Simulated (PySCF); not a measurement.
# A small calculation by hand: entropy of an ideal gas

H3NSSi, SMILES N[Si]S (connectivity only; charge and spin as stated), neutral, multiplicity 1.

Geometry optimised at r2SCAN-D4/def2-TZVP. One conformer was computed; it need not be the lowest.

r2SCAN-D4/def2-TZVP (PySCF) gives the harmonic wavenumbers 239, 290, 469, 487, 511, 713, 810, 866, 1582, 2701, 3536, 3644 cm⁻¹ and the rotational temperatures 0.8828, 0.2139, 0.1722 K. The molar mass is 77.18 g/mol, the symmetry number 1, the spin multiplicity 1.

Question: Work out the entropy at 298.15 K and 1 atm in the rigid-rotor, harmonic-oscillator model.

Answer: 
Translation (Sackur–Tetrode at 1 atm): S = R[1.5 ln M + 2.5 ln T − 1.16487] = 162.9 J/(mol K).
Rotation: q = (√π/σ) T^1.5/√(θA θB θC) = 50600, S = R[ln q + 3/2] = 102.5 J/(mol K).
Vibration: with u = 1.4388 ν/T, each mode gives R[u/(e^u − 1) − ln(1 − e^−u)]:
```csv
ν (cm⁻¹),modes,u,S (J/(mol K))
239,1,1.15,7.57
290,1,1.40,6.17
469,1,2.26,3.10
487,1,2.35,2.89
511,1,2.47,2.64
713,1,3.44,1.22
810,1,3.91,0.83
866,1,4.18,0.67
1582,1,7.63,0.03
```
The stiffer modes add less than 0.005 each. Sum 25.1 J/(mol K).
Spin: R ln 1 = 0.0 J/(mol K).
Total 290.6 J/(mol K); the program's own thermochemistry gives 290.6. Translation makes up 56 % and vibration 9 %. Anharmonicity, hindered rotation and orbital degeneracy are left out.
